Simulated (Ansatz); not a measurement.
The same molecule with X = F, Cl, Br. Ansatz, PBE0-D4/def2-TZVP geometries, multiplicity 2.

Elements past krypton have def2 core potentials. Scalar relativity is left out up to krypton.

```csv
X,molecule,mean X–In bond length / Å,size of the dipole moment (B3LYP/def2-TZVPP) / D,size of the dipole moment (PBE/def2-TZVPP) / D,size of the dipole moment (ωB97M-V/def2-TZVPP) / D
Cl,`[Cl][InH]`•,2.365,2.79,2.60,2.85
Br,`[Br][InH]`•,2.511,2.69,2.49,2.79
```

(1) Give the row for X = F, `[F][InH]`•. (Best estimate.)

Answers

(1) Ansatz gave: 
```tsv
X	molecule	mean X–In bond length / Å	size of the dipole moment (B3LYP/def2-TZVPP) / D	size of the dipole moment (PBE/def2-TZVPP) / D	size of the dipole moment (ωB97M-V/def2-TZVPP) / D
F	`[F][InH]`•	1.970	2.98	2.73	2.96
```

From F to Br the mean X–In bond length rises at each step, by 0.541 Å in all. Bonds lengthen as the atom grows down the group. Dipoles are sizes alone, and their direction can turn along the series.

B3LYP here is the variant with VWN-RPA as its local correlation; programs differ in this.
